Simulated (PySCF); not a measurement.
# Hartree-Fock beside MP2: AlBH3NO

These are calculations, not measurements. They come from PySCF 2.14.0, an open-source quantum chemistry program, on an isolated molecule that a program drew, which may never have been made. The molecule is AlBH3NO (charge 0, singlet), drawn as the SMILES string `N[BH][Al]=[O]`.

The geometry was optimised and harmonic frequencies were computed with HF and MP2, all in the cc-pV(D+d)Z basis, for the commonest isotopes, with a restricted reference for singlets and an unrestricted one otherwise, and a frozen core in MP2. Each result is a local minimum of its method.

Geometry at the HF minimum:
```xyz
7
AlBH3NO, angstrom
N    -0.0147    0.4066    1.2961
B     0.2288    0.1027   -0.0304
Al    0.6905    1.6251   -1.4819
O     1.0274    2.7498   -2.5335
H     0.0011    1.3260    1.6859
H    -0.2294   -0.3013    1.9707
H     0.1790   -1.0460   -0.3728
```

Lengths of the bonds as drawn, in Å (atoms numbered as above):
```
bond,HF,MP2
N1-B2,1.382,1.394
B2-Al3,2.154,2.142
Al3-O4,1.576,1.634
N1-H5,0.999,1.014
N1-H6,1.001,1.017
B2-H7,1.200,1.207
```

Rotational constants, in GHz:
```
constant,HF,MP2
A,41.13,39.37
B,2.376,2.349
C,2.246,2.217
```

Harmonic frequencies in cm^-1, each column in rising order, so a row needn't be the same motion in every method:
```
rank    HF   MP2
   1   121   106
   2   173   149
   3   310   284
   4   505   493
   5   537   509
   6   669   652
   7   951   889
   8   966   940
   9  1195     ?
  10  1216  1144
  11  1396  1350
  12  1768  1637
  13  2701  2656
  14  3798  3604
  15  3901  3721
```

**Estimate the missing MP2 frequency from the HF column.**

A single factor s that minimises the squared misfit of MP2 against s times HF over the other rows is sum(HF x MP2) / sum(HF^2) = 0.9553, with an rms misfit of 28 cm^-1. For rank 9 it gives 0.9553 x 1195 = 1142 cm^-1. The calculation gives 1034 cm^-1, 108 cm^-1 below the estimate. The drawn bonds are on average 1.3 % longer in MP2 than in HF.
